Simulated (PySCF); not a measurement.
Job file and geometry (Å, from GFN2-xTB) of an NMR shielding run on `ClC1=CC[SiH2]C1`, C$_{4}$H$_{7}$ClSi, GIAO PBE0/pcSseg-1 NMR shielding, non-relativistic, gas phase in PySCF; density fitting, a coarse starting grid and PySCF grid level 2 are the driver's defaults:

```
$ OMP_NUM_THREADS=1 python probes_run.py task.json out

{"job": {"kind": "nmr", "xc": "PBE0", "basis": "pcSseg-1"}, "charge": 0, "multiplicity": 1}
Cl     2.771766    -1.241785     0.273595
C      1.170336    -0.593389     0.103807
C      0.128995    -1.349979    -0.200541
C     -1.208959    -0.684556    -0.322646
Si    -0.861870     1.158776     0.039843
C      1.006903     0.876295     0.316880
H      0.206964    -2.413901    -0.362069
H     -1.618267    -0.860134    -1.318851
H     -1.911529    -1.138755     0.377815
H     -1.134443     2.029547    -1.105630
H     -1.540821     1.645295     1.242980
H      1.640202     1.426225    -0.380179
H      1.346334     1.146849     1.317267
```

Q: What does the program print?

A: 
```
coarse grid: 11936 points
cycle   1  E = -905.7307598532  dE =  7.107e-01  |g| = 3.925e-01  |ddm| = 3.391e+00
cycle   2  E = -905.7136086487  dE =  1.715e-02  |g| = 4.754e-01  |ddm| = 7.069e-01
cycle   3  E = -905.7683467895  dE = -5.474e-02  |g| = 8.705e-02  |ddm| = 4.355e-01
cycle   4  E = -905.7701044152  dE = -1.758e-03  |g| = 3.481e-02  |ddm| = 1.153e-01
cycle   5  E = -905.7703912485  dE = -2.868e-04  |g| = 8.827e-03  |ddm| = 3.754e-02
cycle   6  E = -905.7704096720  dE = -1.842e-05  |g| = 2.349e-03  |ddm| = 1.239e-02
cycle   7  E = -905.7704107448  dE = -1.073e-06  |g| = 7.111e-04  |ddm| = 2.901e-03
final grid: 106112 points
cycle   8  E = -905.8050333379  dE = -2.733e-05  |g| = 6.290e-03  |ddm| = 2.576e-02
cycle   9  E = -905.8050283468  dE =  4.991e-06  |g| = 7.425e-03  |ddm| = 1.260e-02
cycle  10  E = -905.8050425948  dE = -1.425e-05  |g| = 8.725e-04  |ddm| = 7.664e-03
cycle  11  E = -905.8050427388  dE = -1.440e-07  |g| = 2.341e-04  |ddm| = 1.204e-03
cycle  12  E = -905.8050427507  dE = -1.190e-08  |g| = 7.418e-05  |ddm| = 2.536e-04
cycle  13  E = -905.8050427518  dE = -1.161e-09  |g| = 2.868e-05  |ddm| = 9.320e-05
cycle  14  E = -905.8050427520  dE = -2.090e-10  |g| = 7.029e-06  |ddm| = 3.172e-05
converged SCF energy = -905.8050427520

GIAO shielding tensors (ppm)
atom      isotropic    diamagn.    paramagn.     s11        s22        s33       span
  0 Cl     709.829    1146.011    -436.182    489.526    647.767    992.195    502.670
  1 C       40.036     256.353    -216.317    -57.796     87.701     90.202    147.999
  2 C       51.948     253.079    -201.131    -48.845     74.832    129.857    178.702
  3 C      171.136     252.558     -81.423    157.589    159.666    196.153     38.564
  4 Si     384.158     879.051    -494.893    342.427    382.351    427.698     85.271
  5 C      163.868     251.232     -87.364    140.223    155.330    196.052     55.828
  6 H       25.692      31.163      -5.470     22.534     25.296     29.246      6.712
  7 H       29.833      29.756       0.077     25.446     27.004     37.049     11.603
  8 H       29.835      29.760       0.075     25.448     27.006     37.051     11.603
  9 H       27.282      28.356      -1.074     24.065     24.851     32.930      8.865
 10 H       27.280      28.352      -1.072     24.063     24.849     32.927      8.864
 11 H       29.780      29.511       0.269     25.131     28.604     35.606     10.475
 12 H       29.782      29.516       0.266     25.133     28.605     35.608     10.474
```

Q: Turn these shieldings into chemical shifts. Scale: ³⁵Cl (949.78 ppm) against HCl; ¹³C (186.93 ppm), ²⁹Si (349.16 ppm), ¹H (31.72 ppm) vs TMS (reference shieldings calculated alike).

A: Averaging equivalent atoms: Cl 0: 240; C 1: 146.9; C 2: 135.0; C 5: 23.1; C 3: 15.8; Si 4: -35.0; H 6: 6.02; H 9/10: 4.44; H 11/12: 1.94; H 7/8: 1.88 ppm. 

Size and cost of the density-fitted run: 151 basis functions, 25 s wall time on 1 thread of an Arm Neoverse V2, shared host.
